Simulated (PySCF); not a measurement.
C4H11ClSi.
Atom-mapped SMILES: `[CH3:1][CH2:2][Si@H:3]([CH3:4])[CH2:5][Cl:6]` (hydrogens: H7, H8, H9 on C1; H10, H11 on C2; H12 on Si3; H13, H14, H15 on C4; H16, H17 on C5)

Level of theory: TDDFT CAM-B3LYP/def2-SVPD, vertical, gas phase, core orbitals frozen in the response in PySCF 2.14.0, density-fitted response routines. Geometry: GFN2-xTB, one conformer, isolated molecule. Torsions of this conformer, `[CH3:1][CH2:2][Si@H:3]([CH3:4])[CH2:5][Cl:6]`: C1–C2–Si3–C4 179°, C2–Si3–C5–Cl6 58°.

Problem. List the vertical singlet excitations with oscillator strengths and describe the spectrum.

Solution. 

```
state  λ (nm)  E (eV)       f     main configurations (H = HOMO, L = LUMO)
   S1   182.6    6.79   0.022                        H→L (71%), H→L+1 (9%)
   S2   170.7    7.26  0.0040                     H-2→L (49%), H-1→L (23%)
   S3   163.9    7.57   0.013                     H→L+1 (73%), H→L+3 (15%)
   S4   155.1    7.99   0.019      H-1→L (43%), H-1→L+1 (18%), H-2→L (12%)
   S5   153.2    8.10   0.027      H-1→L+1 (28%), H→L+2 (16%), H-2→L (13%)
   S6   152.7    8.12  0.0015                   H-2→L+1 (35%), H→L+2 (34%)
   S7   149.7    8.28  0.0040    H→L+2 (30%), H-1→L+2 (23%), H-2→L+1 (12%)
   S8   146.9    8.44   0.030  H-1→L+2 (34%), H-1→L+1 (24%), H-2→L+1 (15%)
```

Triplets, Tamm–Dancoff:

| state | E (eV) | λ (nm) | main configurations (H = HOMO, L = LUMO) |
| --- | --- | --- | --- |
| T1 | 6.12 | 202.7 | H→L (64%) |
| T2 | 6.60 | 187.8 | H-2→L (46%), H-1→L (18%) |
| T3 | 7.40 | 167.6 | H→L+1 (70%), H→L+3 (16%) |

The lowest singlet lies at 6.79 eV (183 nm, vacuum ultraviolet) and is weak; its leading configuration is HOMO→LUMO (71%). The strongest level in the table is S8 at 8.44 eV (147 nm, f = 0.030). It is the last of those listed, so stronger ones may follow. Löwdin shares by element: HOMO chlorine 51%, carbon 22% or more, silicon 12% (atoms not listed hold the other 15%); LUMO chlorine 40%, carbon 12% or more, silicon 11%, hydrogen 6% or more (atoms not listed hold the other 31%). Of the 8 states listed, 5 reach f = 0.01 and none stays under 0.0005. Weighted by f, the mean energy of these states is 7.85 eV. Orbital energies (eV): HOMO-3 -10.50, HOMO-2 -9.89, HOMO-1 -9.71, HOMO -9.23, LUMO 1.17, LUMO+1 1.25, LUMO+2 1.53. Singlets were solved by full linear response, triplets in the Tamm–Dancoff approximation.
